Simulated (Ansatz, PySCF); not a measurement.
C2H10Si4, SMILES [SiH3][SiH2][Si@@H]1C=C[SiH2]1. Atoms are numbered in the order given.

```xyz
16

Si     3.0940    -0.2520     0.0274
Si     1.1802     0.4049     1.2267
Si    -0.5744     0.7916    -0.2844
C     -2.3142     0.8369     0.4796
C     -2.9336    -0.2835     0.0275
Si    -1.6798    -1.1050    -1.1333
H      3.4946     0.8333    -0.9172
H      2.7836    -1.4778    -0.7676
H      4.2426    -0.5461     0.9348
H      1.4887     1.6207     2.0421
H      0.7748    -0.6933     2.1566
H     -0.2265     1.9326    -1.1870
H     -2.7818     1.5500     1.1718
H     -3.9517    -0.5700     0.3242
H     -2.0830    -1.1478    -2.5708
H     -1.2267    -2.4735    -0.7398
```
Charge 0, spin multiplicity 1.

Geometry optimised at B3LYP-D3(BJ)/def2-SVP. The structure was generated by enumeration; whether it is a known compound was not checked. Other conformers were not sampled.

Two levels are set side by side: PBE-D3(BJ)/def2-SVP (Ansatz, a first-principles code) and B3LYP-D3(BJ)/def2-SVP (Ansatz). Each level has its own optimised geometry; the coordinates shown are those of the second. Frequencies come from the Hessian of PySCF at each geometry. Differences are taken from unrounded values.

| quantity | B3LYP-D3(BJ) |
|---|---|
| mean bond length (Å) | 1.647 |
| bond Si1–Si2 (Å) | 2.352 |
| bond Si2–Si3 (Å) | 2.348 |
| bond Si3–C4 (Å) | 1.901 |
| bond Si3–Si6 (Å) | 2.354 |
| bond C4–C5 (Å) | 1.358 |
| bond C5–Si6 (Å) | 1.896 |
| bond Si1–H7 (Å) | 1.494 |
| bond Si1–H8 (Å) | 1.494 |
| bond Si1–H9 (Å) | 1.493 |
| bond Si2–H10 (Å) | 1.496 |
| bond Si2–H11 (Å) | 1.495 |
| bond Si3–H12 (Å) | 1.496 |
| bond C4–H13 (Å) | 1.098 |
| bond C5–H14 (Å) | 1.098 |
| bond Si6–H15 (Å) | 1.494 |
| bond Si6–H16 (Å) | 1.494 |
| highest harmonic wavenumber (cm⁻¹) | 3137 |
| mean harmonic wavenumber (cm⁻¹) | 1045 |
| zero-point energy (kcal/mol) | 62.76 |

**Question.** What does PBE-D3(BJ) give, and how far is it from B3LYP-D3(BJ)? (Estimate from the structure and the level; the computed values follow.)

**Answer.** 
| quantity | PBE-D3(BJ) | PBE-D3(BJ) minus B3LYP-D3(BJ) |
|---|---|---|
| mean bond length (Å) | 1.657 | 0.009 |
| bond Si1–Si2 (Å) | 2.353 | 0.001 |
| bond Si2–Si3 (Å) | 2.351 | 0.003 |
| bond Si3–C4 (Å) | 1.906 | 0.005 |
| bond Si3–Si6 (Å) | 2.358 | 0.004 |
| bond C4–C5 (Å) | 1.366 | 0.008 |
| bond C5–Si6 (Å) | 1.901 | 0.005 |
| bond Si1–H7 (Å) | 1.506 | 0.013 |
| bond Si1–H8 (Å) | 1.506 | 0.013 |
| bond Si1–H9 (Å) | 1.506 | 0.013 |
| bond Si2–H10 (Å) | 1.509 | 0.013 |
| bond Si2–H11 (Å) | 1.508 | 0.013 |
| bond Si3–H12 (Å) | 1.510 | 0.014 |
| bond C4–H13 (Å) | 1.107 | 0.008 |
| bond C5–H14 (Å) | 1.107 | 0.008 |
| bond Si6–H15 (Å) | 1.507 | 0.014 |
| bond Si6–H16 (Å) | 1.508 | 0.014 |
| highest harmonic wavenumber (cm⁻¹) | 3073 | -64 |
| mean harmonic wavenumber (cm⁻¹) | 1012 | -33 |
| zero-point energy (kcal/mol) | 60.75 | -2.01 |

GGA bonds tend to be longer and softer than those of functionals with exact exchange. Differences between two approximate levels are no errors against the true value.
